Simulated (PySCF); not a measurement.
Two probes of the same atoms: core binding energy and nuclear shielding

Compound: C4H7B.
Atom-mapped SMILES: `[CH3:1][BH:2][C:3]#[C:4][CH3:5]`

Binding energies: PySCF, delta-SCF UKS SCAN, pcX-2 on the ionised atom, pcseg-1 elsewhere, spin-free X2C. Shieldings: GIAO PBE0/pcSseg-1, non-relativistic, same geometry.

| atom | isotropic shielding (ppm) |
| --- | --- |
| C1 | 167.8 |
| C3 | 85.0 |
| C4 | 40.3 |
| C5 | 176.8 |

Problem. What are the C 1s binding energies of these atoms?

Solution. 
```json
{"atom": "C3", "environment": "alkyne carbon", "C 1s (eV)": "289.66", "isotropic shielding (ppm)": "85.0"}
{"atom": "C1", "environment": "sp3 carbon bound to boron", "C 1s (eV)": "289.98", "isotropic shielding (ppm)": "167.8"}
{"atom": "C4", "environment": "alkyne carbon", "C 1s (eV)": "290.47", "isotropic shielding (ppm)": "40.3"}
{"atom": "C5", "environment": "propargylic carbon", "C 1s (eV)": "291.76", "isotropic shielding (ppm)": "176.8"}
```

Problem. Among the listed atoms, is the one with the highest binding energy also the least shielded?

Solution. No. The highest binding energy is at C5 (291.76 eV, shielding 176.8 ppm), the lowest shielding at C4 (40.3 ppm, 290.47 eV).

By binding energy: C3 < C1 < C4 < C5. By shielding: C4 < C3 < C1 < C5.

Spin contamination (⟨S²⟩ against 0.75 for a pure doublet) is marked for C 1s of C4 (0.87), which makes this value less certain. Isolated species at its PBE0-D3(BJ)/def2-SVP geometry, gas phase.
